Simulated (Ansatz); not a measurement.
Species: SiPH5, charge 1, doublet. SiPH5+ (parent SMILES [SiH3]P, doublet).
B3LYP-D3(BJ)/def2-TZVP minimum from Ansatz (a program for electronic structure):
```
Si
H 1 1.4686
H 1 1.4686 2 116.77
H 1 1.4748 2 115.83 3 -141.80
P 1 2.3251 2 101.73 4 -108.46
H 5 1.4049 1 119.38 2 52.42
H 5 1.4049 6 106.27 1 -138.66
```
Charge +1, spin multiplicity 2.

Total energies in cc-pV(D+d)Z, 13 correlated electrons, 10 frozen orbitals. Radicals and triplets start from unrestricted determinants; spin-orbit coupling is neglected. Cores are frozen in correlated methods. No relativity. The spin of H5PSi+ (parent SMILES [SiH3]P, doublet) was assumed, and the state is the lowest solution found for it.

| method | program | energy (Eh) | minus CCSDT(Q) (mEh) |
|---|---|---|---|
| HF | Ansatz | -632.29704 | 256.65 |
| MP2 | Ansatz | -632.49779 | 55.90 |
| CCSD | Ansatz | -632.54615 | 7.54 |
| CCSD(T) | Ansatz | -632.55217 | 1.52 |
| CCSDT(Q) | Ansatz | -632.55369 | 0.00 |

Rough core times of Ansatz's runs on a shared machine: CCSD(T) under 20 s, CCSDT(Q) 5 min.
